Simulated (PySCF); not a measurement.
PySCF job for C4H10BN, SMILES C=CB(C)NC, PBE-D3(BJ)/def2-SVP. The structure is a stationary point at PBE-D3(BJ)/def2-SVP. This is a generated structure with no PubChem entry under its InChIKey; it may be hypothetical. Other conformers were not sampled.

```python
import numpy as np
from pyscf import gto, scf, dft, df
from pyscf.hessian import thermo

mol = gto.M(
    atom='''
    C    -1.70070768   -1.07661073    0.83904086
    C    -1.12986004    0.14709211    0.79177289
    B    -0.00853447    0.62374640   -0.20845091
    C    -0.17240547    2.02639712   -0.93929928
    N     1.14184077   -0.15205954   -0.46720246
    C     1.56701468   -1.41206657    0.11123740
    H    -1.37291609   -1.89709032    0.17653317
    H    -2.53989119   -1.31485136    1.51590228
    H    -1.56149475    0.91587412    1.46388267
    H    -0.25486942    2.84322145   -0.18911974
    H     0.66075344    2.28387240   -1.62636862
    H    -1.11779573    2.06212909   -1.52232399
    H     1.80360550    0.22236884   -1.15264263
    H     0.93508074   -1.65565157    0.98560507
    H     1.48936045   -2.25835082   -0.60831404
    H     2.62370488   -1.36470852    0.45300639
    ''',
    basis='def2-SVP',
    charge=0,
    spin=0,
    max_memory=1600,
    verbose=3,
)
mf = dft.RKS(mol, xc='pbe').density_fit(auxbasis='def2-universal-jkfit')
mf.disp = 'd3bj'
mf.grids.level = 3
mf.conv_tol = 1e-11
mf.max_cycle = 100
mf.kernel()

# [left out here: the lines that compute and print the analytic Hessian (its translational invariance restored by hand, since the grid's response is missing), thermochemistry and intensities]
```

It prints:

```
[...]
      14   H                 0.00 -0.00  0.01    0.01  0.04 -0.05    0.05 -0.25  0.32
      15   H                -0.01 -0.04  0.04    0.04  0.09 -0.12   -0.08 -0.36  0.21
Mode                                27                  28                  29
Irrep
Freq [cm^-1]                     1403.9209           1416.3853           1425.7993
Reduced mass [au]                   1.1695              1.0732              1.1096
Force const [Dyne/A]                1.3581              1.2685              1.3290
Char temp [K]                    2019.9296           2037.8632           2051.4077
Normal mode                   x     y     z       x     y     z       x     y     z
       0   C                -0.00 -0.03 -0.01   -0.00  0.00  0.00   -0.00  0.01  0.00
       1   C                -0.03 -0.03  0.02    0.01 -0.00 -0.00    0.02  0.01 -0.01
       2   B                 0.04  0.02 -0.04   -0.03  0.03  0.01   -0.05  0.03  0.02
       3   C                 0.02  0.00 -0.01   -0.00 -0.01  0.01   -0.00 -0.01  0.01
       4   N                 0.02 -0.03  0.01    0.02 -0.01  0.01    0.02 -0.03 -0.00
       5   C                -0.04  0.04 -0.00   -0.01  0.03  0.04   -0.05 -0.01  0.00
       6   H                 0.17  0.14 -0.11    0.02 -0.00  0.01   -0.07 -0.05  0.04
       7   H                 0.01  0.28  0.11   -0.01 -0.00 -0.01   -0.01 -0.12 -0.05
       8   H                 0.04  0.07 -0.03    0.01  0.00 -0.00   -0.00 -0.01 -0.00
       9   H                -0.36  0.01 -0.06    0.10 -0.01  0.02    0.12 -0.01  0.02
      10   H                 0.14 -0.24  0.05   -0.05  0.07 -0.02   -0.06  0.09 -0.03
      11   H                -0.15  0.20  0.27    0.05 -0.05 -0.08    0.06 -0.06 -0.10
      12   H                -0.23  0.30 -0.06   -0.01  0.02 -0.01    0.01 -0.00  0.00
      13   H                 0.13 -0.11  0.08   -0.44 -0.09 -0.31    0.14  0.46  0.25
      14   H                 0.25 -0.06  0.07    0.27 -0.23  0.27    0.53  0.18 -0.28
      15   H                -0.01 -0.27 -0.04    0.20 -0.10 -0.59    0.01 -0.38 -0.05
Mode                                30                  31                  32
Irrep
Freq [cm^-1]                     1508.0152           1633.8759           2938.7163
Reduced mass [au]                   2.5232              5.1894              1.0409
Force const [Dyne/A]                3.3808              8.1621              5.2964
Char temp [K]                    2169.6982           2350.7836           4228.1585
Normal mode                   x     y     z       x     y     z       x     y     z
       0   C                 0.00 -0.00 -0.00    0.08  0.16 -0.01   -0.00  0.00  0.00
       1   C                -0.02  0.00  0.01   -0.10 -0.17  0.04    0.00 -0.00 -0.00
       2   B                 0.12 -0.10 -0.02    0.02  0.02 -0.02   -0.00  0.00  0.00
       3   C                -0.00  0.02 -0.01    0.00 -0.00  0.00    0.00 -0.00  0.00
       4   N                -0.12  0.11  0.01   -0.00 -0.00  0.00    0.00 -0.00  0.00
       5   C                 0.02 -0.01 -0.01   -0.00  0.00  0.00    0.02 -0.05 -0.01
       6   H                -0.00  0.01 -0.02   -0.19 -0.05  0.14    0.00 -0.00 -0.00
       7   H                 0.01  0.02  0.02    0.08 -0.13 -0.14   -0.00  0.00  0.00
       8   H                -0.04 -0.02  0.03    0.09  0.03 -0.09   -0.00  0.00  0.00
       9   H                -0.06  0.02 -0.02   -0.00 -0.00  0.00   -0.00  0.00  0.00
      10   H                 0.04 -0.06  0.02   -0.00 -0.01 -0.00    0.00  0.00 -0.00
      11   H                -0.03  0.04  0.04    0.00  0.01 -0.00   -0.00 -0.00 -0.00
      12   H                 0.20 -0.32  0.10   -0.03  0.02 -0.01    0.00 -0.00  0.00
      13   H                -0.05  0.14 -0.03   -0.00  0.00 -0.00    0.18  0.06 -0.25
      14   H                 0.21 -0.11  0.09    0.00 -0.00  0.00    0.07  0.57  0.50
      15   H                 0.05 -0.30 -0.02    0.00 -0.01 -0.00   -0.50 -0.04 -0.17
Mode                                33                  34                  35
Irrep
Freq [cm^-1]                     2955.7579           3002.1087           3032.2384
Reduced mass [au]                   1.0386              1.1021              1.0801
Force const [Dyne/A]                5.3461              5.8524              5.8513
Char temp [K]                    4252.6776           4319.3660           4362.7160
Normal mode                   x     y     z       x     y     z       x     y     z
       0   C                -0.00 -0.00  0.00   -0.00 -0.00 -0.00    0.01  0.02 -0.01
       1   C                -0.00  0.00  0.00   -0.00  0.00  0.00   -0.03  0.05  0.04
       2   B                -0.00  0.00 -0.00   -0.00 -0.00 -0.00    0.00  0.00 -0.00
       3   C                 0.01 -0.05  0.02   -0.00 -0.00 -0.00   -0.01 -0.01 -0.02
       4   N                -0.00 -0.00  0.00    0.00  0.00  0.00    0.00 -0.00  0.00
       5   C                 0.00  0.00  0.00   -0.06 -0.04 -0.06    0.00  0.00  0.00
       6   H                -0.00  0.00  0.00    0.00  0.00  0.00    0.06 -0.14 -0.12
       7   H                -0.00 -0.00 -0.00    0.00  0.00 -0.00   -0.23 -0.06  0.19
       8   H                 0.01 -0.01 -0.01    0.00 -0.00 -0.00    0.33 -0.58 -0.51
       9   H                -0.04  0.42  0.41   -0.00  0.00  0.00   -0.02  0.15  0.14
      10   H                 0.43  0.12 -0.35    0.00  0.00 -0.00   -0.05 -0.02  0.03
      11   H                -0.46  0.00 -0.28    0.00 -0.00  0.00    0.16 -0.01  0.10
      12   H                 0.00 -0.00 -0.00   -0.00  0.00  0.00   -0.00  0.00 -0.00
      13   H                -0.00 -0.00  0.00   -0.08 -0.04  0.09    0.00  0.00 -0.00
      14   H                -0.00 -0.00 -0.00    0.03  0.42  0.37   -0.00 -0.00 -0.00
      15   H                 0.00 -0.00  0.00    0.72  0.04  0.22   -0.01 -0.00 -0.00
Mode                                36                  37                  38
Irrep
Freq [cm^-1]                     3035.6659           3047.6276           3048.6993
Reduced mass [au]                   1.0953              1.0726              1.0985
Force const [Dyne/A]                5.9469              5.8694              6.0154
Char temp [K]                    4367.6474           4384.8576           4386.3996
Normal mode                   x     y     z       x     y     z       x     y     z
       0   C                -0.00 -0.01  0.00    0.02  0.05  0.00   -0.01 -0.02 -0.00
       1   C                 0.01 -0.01 -0.01    0.01 -0.03 -0.02   -0.00  0.01  0.01
       2   B                -0.00 -0.00 -0.00   -0.00 -0.00  0.00    0.00 -0.00 -0.00
       3   C                -0.03 -0.04 -0.07    0.03 -0.00 -0.01    0.08 -0.00 -0.03
       4   N                -0.00  0.00 -0.00    0.00  0.00 -0.00   -0.00  0.00  0.00
       5   C                 0.00  0.00  0.00   -0.00 -0.00  0.00    0.00  0.00 -0.00
       6   H                -0.02  0.05  0.04    0.19 -0.45 -0.38   -0.07  0.16  0.13
       7   H                 0.08  0.02 -0.07   -0.43 -0.11  0.36    0.15  0.04 -0.13
       8   H                -0.10  0.18  0.16   -0.13  0.24  0.21    0.04 -0.08 -0.07
       9   H                -0.06  0.50  0.45   -0.00  0.08  0.07   -0.00  0.19  0.17
      10   H                -0.11 -0.04  0.08   -0.18 -0.06  0.15   -0.54 -0.17  0.45
      11   H                 0.50 -0.03  0.30   -0.13  0.00 -0.09   -0.40  0.01 -0.26
      12   H                -0.00  0.00  0.00   -0.00  0.00  0.00   -0.00  0.00  0.00
      13   H                -0.00 -0.00  0.00    0.02  0.01 -0.03   -0.00 -0.00  0.00
      14   H                -0.00 -0.00 -0.00   -0.00 -0.01 -0.01    0.00  0.00  0.00
      15   H                -0.00 -0.00 -0.00    0.02  0.00  0.01   -0.00  0.00 -0.00
Mode                                39                  40                  41
Irrep
Freq [cm^-1]                     3081.4734           3133.0961           3495.1375
Reduced mass [au]                   1.0993              1.1160              1.0750
Force const [Dyne/A]                6.1503              6.4548              7.7373
Char temp [K]                    4433.5542           4507.8277           5028.7246
Normal mode                   x     y     z       x     y     z       x     y     z
       0   C                 0.00  0.00 -0.00   -0.06  0.03  0.07    0.00  0.00  0.00
       1   C                 0.00 -0.00 -0.00   -0.00  0.01  0.01   -0.00 -0.00  0.00
       2   B                 0.00  0.00  0.00    0.00  0.00 -0.00   -0.00  0.00 -0.00
       3   C                 0.00 -0.00 -0.00   -0.00  0.00  0.00   -0.00 -0.00  0.00
       4   N                -0.00 -0.00  0.00    0.00 -0.00 -0.00    0.05  0.02 -0.05
       5   C                 0.06  0.01 -0.06    0.00  0.00 -0.00    0.00 -0.00 -0.00
       6   H                 0.00 -0.00 -0.00    0.20 -0.50 -0.40   -0.00  0.00  0.00
       7   H                -0.03 -0.01  0.03    0.50  0.14 -0.40    0.00  0.00  0.00
       8   H                -0.01  0.01  0.01    0.04 -0.06 -0.06    0.00  0.00 -0.00
       9   H                -0.00  0.00  0.00    0.00 -0.00 -0.00   -0.00  0.00  0.00
      10   H                -0.00 -0.00  0.00    0.00  0.00 -0.00    0.00 -0.00 -0.00
      11   H                -0.00  0.00 -0.00    0.00  0.00  0.00   -0.00  0.00 -0.00
      12   H                 0.01  0.00 -0.01    0.00  0.00 -0.00   -0.63 -0.35  0.64
      13   H                -0.51 -0.19  0.71   -0.02 -0.01  0.02   -0.01 -0.00  0.01
      14   H                 0.03  0.13  0.10    0.00  0.00  0.00    0.00  0.00 -0.00
      15   H                -0.25 -0.02 -0.09   -0.01 -0.00 -0.00   -0.00  0.00 -0.00
temperature 298.1500 [K]
pressure 101325.00 [Pa]
Rotational constants [GHz] 3.43292 3.29003 1.77766
Symmetry number 1
Zero-point energy (ZPE) 0.13504 [Eh]   354548.036 [J/mol]
                           tot       elec      trans        rot        vib
Entropy [J/mol/K]       363.610      0.000    163.847    113.692     86.070
Cv [J/mol/K]            122.039      0.000     12.472     12.472     97.096
Cp [J/mol/K]            130.353      0.000     20.786     12.472     97.096
Internal energy [J/mol]                      3718.434   3718.434 368972.348
Internal energy [Eh]   -237.43437  -237.57773
Enthalpy [J/mol]                             6197.391   3718.434 368972.348
Enthalpy [Eh]          -237.43342
Gibbs free energy [J/mol]                  -42653.701 -30178.872 343310.505
Gibbs free energy [Eh] -237.47471
mode   freq/cm-1   IR/(km/mol)
   1       94.20         0.521
   2      118.50         1.351
   3      155.73         0.489
   4      193.52         0.925
   5      214.16         0.215
   6      255.66         0.747
   7      278.89         1.536
   8      411.60         4.483
   9      516.69         2.957
  10      592.13        17.621
  11      663.61        22.019
  12      685.24        11.142
  13      802.73         1.706
  14      856.64        28.341
  15      928.56        30.760
  16      982.31        20.950
  17     1018.60         8.385
  18     1038.88        22.346
  19     1068.70         8.068
  20     1102.01         1.819
  21     1147.88        38.901
  22     1250.50         0.605
  23     1273.71        45.384
  24     1304.61        48.023
  25     1382.33         6.440
  26     1389.42        10.877
  27     1390.47         5.740
  28     1403.92        26.490
  29     1416.39        17.980
  30     1425.80         5.511
  31     1508.02       117.881
  32     1633.88        12.419
  33     2938.72        72.326
  34     2955.76         9.024
  35     3002.11        31.291
  36     3032.24        14.807
  37     3035.67        15.952
  38     3047.63        20.322
  39     3048.70        16.004
  40     3081.47         5.200
  41     3133.10        19.006
  42     3495.14         8.838
max |gradient| / (hartree/bohr): 7.023938620160787e-05
APT charges: [-3.840e-02 -2.345e-01  7.372e-01 -2.384e-01 -5.855e-01  2.886e-01
  1.200e-02  1.200e-02 -1.000e-04  4.400e-03 -3.290e-02  1.430e-02
  1.340e-01  2.560e-02 -5.220e-02 -4.600e-02]
```

The run converged.

Cost: very roughly 4 core-minutes.
